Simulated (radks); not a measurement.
Q: Ionisation of the chlorine ion Cl+, [Ne] 3s2 3p4, to [Ne] 3s2 3p3 as the strength of local exchange is varied. All-electron calculation, Dirac Kohn-Sham, Slater X-alpha exchange (alpha = 2/3 is LDA exchange), no correlation, spin-unpolarised, spherical densities, finite nucleus; open shells fill j = l - 1/2 first; Fermi nuclear charge, rms radius 3.3654 fm. Program: a radial shooting solver on a logarithmic mesh with Libxc functionals.

alpha  E(Cl+) (hartree)  exchange (hartree)  IE (eV)  -e of the level emptied (eV)  <r> of it (bohr)
0.636        -457.18029           -23.84718   23.579                17.644 (3p3/2)             1.734
0.641        -457.36780           -24.04275   23.653                17.714 (3p3/2)             1.733
0.667        -458.34386           -25.06174   24.044                18.076 (3p3/2)             1.723
1.023        -471.87995           -39.35600   29.703                23.372 (3p3/2)             1.605
?            -455.60770           -22.20936   22.956                17.068 (3p3/2)             1.750

Which alpha was used in the last row?

A: alpha = 0.594. NIST Atomic Spectra Database: 23.814 eV (measured). The Delta-SCF value meets it near alpha = 0.65. Spin polarisation and multiplet splitting are left out, so open shells lie too high by an amount that depends on their filling.

Beside tabulated values, note that spin-unpolarised runs miss the spin-polarisation part of the exchange energy of open shells.
